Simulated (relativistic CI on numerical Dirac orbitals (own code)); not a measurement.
Calculated at this level of theory: Dirac-Coulomb-Breit CI, orbitals from a KLI potential per configuration, a model potential for QED, unscaled Slater integrals (own radial code, finite nucleus).

Configuration list: 1s², 1s2s, 1s2p, 1s3s, 1s3p, 1s3d, 1s4s, 1s4p, 1s4d, 1s4f, 1s5s, 1s5p, 1s5d, 1s5f, 1s5g, 1s6s, 1s6p, 1s6d. Levels of other configurations are missing.

At this charge energies of transitions that change n are usually good to better than 1 %, and those within a shell (Δn = 0) to a few per cent.

Outline of the computed level scheme of Zn XXIX. Lowest level of each configuration: 1s² ¹S0 at 0.0 eV; 1s2s ³S1 at 8911.1 eV; 1s2p ³P°0 at 8945.9 eV; 1s3s ³S1 at 10563.2 eV; 1s3p ³P°0 at 10572.8 eV; 1s3d ³D2 at 10586.9 eV; 1s4s ³S1 at 11135.7 eV; 1s4p ³P°0 at 11139.6 eV; 1s4d ³D2 at 11145.5 eV.

Some strong electric-dipole decays among the lowest 27 levels: 1s2p ¹P°1 → 1s² ¹S0 (7.9e+14 s⁻¹); 1s3p ¹P°1 → 1s² ¹S0 (2.2e+14 s⁻¹); 1s2p ³P°1 → 1s² ¹S0 (1.2e+14 s⁻¹); 1s4p ¹P°1 → 1s² ¹S0 (9.0e+13 s⁻¹); 1s3d ³D3 → 1s2p ³P°2 (4.6e+13 s⁻¹); 1s3d ¹D2 → 1s2p ¹P°1 (4.0e+13 s⁻¹); 1s3p ³P°1 → 1s² ¹S0 (3.6e+13 s⁻¹); 1s3d ³D2 → 1s2p ³P°1 (3.5e+13 s⁻¹).

LS names give the leading component of a level, which can be under half, so a name can repeat, a term be missing and a line seem to break the LS rules.
